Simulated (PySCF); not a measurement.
C2H6GeO, SMILES [GeH3][CH2]C=O, PBE0/def2-SVP optimised geometry.

```
10

O      1.48    -0.56     0.00
C      0.27    -0.56     0.00
C     -0.58     0.66     0.00
Ge    -1.22     1.09     1.82
H     -0.30    -1.53     0.03
H      0.00     1.53    -0.36
H     -1.48     0.52    -0.62
H     -1.97    -0.12     2.40
H     -0.02     1.44     2.72
H     -2.18     2.29     1.73
```

Density from PySCF with PBE0/def2-TZVP at that geometry.

Minimum of the electron density along straight lines between bonded atoms, close to the bond critical point (lines longer than 1.1 times the sum of covalent radii, or with two minima, are not listed):

```
bond     length / Å  ρ at the minimum / e bohr⁻³  ∇²ρ there / e bohr⁻⁵  position (fraction from the first atom)
-------  ----------  ---------------------------  --------------------  ---------------------------------------
O1–C2         1.203                            …                     …                                     0.67
C2–C3         1.492                        0.267                     …                                     0.51
C3–Ge4        1.980                        0.119                  0.09                                     0.53
C2–H5         1.123                        0.270                 -0.93                                     0.65
C3–H6         1.100                        0.271                 -0.91                                     0.65
C3–H7         1.101                        0.268                 -0.89                                     0.64
Ge4–H8        1.539                        0.133                  0.06                                     0.59
Ge4–H9        1.536                        0.134                  0.05                                     0.59
Ge4–H10       1.538                        0.133                  0.05                                     0.59
```

Some entries are withheld; supply them.


- O1–C2, ρ at the minimum / e bohr⁻³: 0.426
- O1–C2, ∇²ρ there / e bohr⁻⁵: 0.04
- C2–C3, ∇²ρ there / e bohr⁻⁵: -0.71
